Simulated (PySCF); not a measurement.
Gas-phase reaction: WO3 + 2 WF6 → 3 WOF4

Computed with PySCF (xtb for GFN2) and rigid-rotor harmonic-oscillator thermochemistry at 1 bar. † marks an energy on the PBE0/def2-TZVP geometry and frequencies; other levels use their own. All species are closed-shell singlets. W: scalar-relativistic def2 core potential, no spin-orbit coupling. The harmonic model lacks anharmonicity and excited electronic states, which grow with temperature; levels with a mode under 35 cm⁻¹ are left out. Soft modes under 120 cm⁻¹ make the harmonic entropy rough for WOF4.

```json
[
 {"level": "GFN2-xTB", "ΔE electronic, kJ": "-123", "ΔH°(298 K), kJ": "-119", "ΔS°(298 K), J/K": "3", "ΔG°(1400 K), kJ": "-118"},
 {"level": "PBE/def2-SVP", "ΔE electronic, kJ": "-360", "ΔH°(298 K), kJ": "-359", "ΔS°(298 K), J/K": "28", "ΔG°(1400 K), kJ": "-397"},
 {"level": "PBE0/def2-QZVP†", "ΔE electronic, kJ": "-406", "ΔH°(298 K), kJ": "-405", "ΔS°(298 K), J/K": "29", "ΔG°(1400 K), kJ": "-445"},
 {"level": "PBE0/def2-SVP†", "ΔE electronic, kJ": "-405", "ΔH°(298 K), kJ": "-404", "ΔS°(298 K), J/K": "29", "ΔG°(1400 K), kJ": "-444"},
 {"level": "r2SCAN/def2-TZVP†", "ΔE electronic, kJ": "-377", "ΔH°(298 K), kJ": "-377", "ΔS°(298 K), J/K": "29", "ΔG°(1400 K), kJ": "-416"},
 {"level": "LDA/def2-TZVP†", "ΔE electronic, kJ": "-348", "ΔH°(298 K), kJ": "-347", "ΔS°(298 K), J/K": "29", "ΔG°(1400 K), kJ": "-387"},
 {"level": "ωB97M-V/def2-TZVP†", "ΔE electronic, kJ": "-410", "ΔH°(298 K), kJ": "-410", "ΔS°(298 K), J/K": "29", "ΔG°(1400 K), kJ": "-449"}
]
```
ΔH° is lowest at ωB97M-V/def2-TZVP† and highest at GFN2-xTB. No reference value is set beside these.
